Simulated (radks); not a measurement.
Q: These are the eigenvalues of the occupied orbitals of an atom or ion with whole-number occupations (eV). All-electron calculation, non-relativistic Kohn-Sham, OLYP, spin-polarised, spherical densities, point nucleus. Program: a radial shooting solver on a logarithmic mesh with Libxc functionals.

| orbital | eigenvalue |
|---|---|
| 1s | -3927.792 |
| 2s | -411.8158 |
| 2p | -335.5843 |
| 3s | -46.9952 |
| 3p | -28.2633 |
| 4s | -3.5014 |

Which element is it, and in what charge state? The configuration may be excited. Open shells, if any, are filled with parallel spins first.

A: Z = 20, calcium, charge 0: Ca in [Ar] 4s2. The list shows which subshells hold electrons but not how many an open one holds; the 1s level, -144.34 hartree, gives Z - s = 17.0 by -(Z - s)^2/2, which with screening narrows Z to a few neighbours, and the depths of the outer levels then fix element, charge and occupations together.
